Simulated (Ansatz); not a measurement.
System: C₄H₃ISe (charge 0, singlet). 
Structure (B3LYP-D3(BJ)/def2-TZVP (Ansatz, a program for electronic structure) minimum search):
```
C
C 1 1.3549
H 2 1.0763 1 128.06
C 1 1.4302 2 116.17 3 -180.00
C 4 1.3564 1 114.00 2 0.00
H 5 1.0776 4 127.34 1 180.00
H 4 1.0802 5 123.37 6 0.00
Se 5 1.8699 6 120.73 4 180.00
I 1 2.1017 2 122.37 3 0.00
```
Charge 0, spin multiplicity 1.

Basis-set convergence of Hartree-Fock and MP2 correlation energies (hartree) with Ansatz. Valence correlation only, unless marked. Spin-orbit coupling is left out. The frozen core is the preceding noble-gas configuration, with the filled d and f shells of earlier blocks. In def2 rows, elements after Kr have scalar-relativistic effective core potentials.

The Hartree-Fock reference is unstable (checked in the largest basis), which strains HF and MP2. 

```csv
basis,functions,E(HF),"E(corr, MP2)"
def2-SVP,129,-2849.26136,-0.74222
def2-TZVPP,264,-2849.74233,-0.92844
def2-QZVPP,489,-2849.79714,-1.00037
```

Extrapolating the two largest sets (X = 3 and 4) as X^-3: E(corr) = (64·(-1.00037) - 27·(-0.92844))/37 = -1.0529 Eh, an estimate of the basis-set limit. The largest set recovers 95.0 % of it, the smallest 70.5 %.
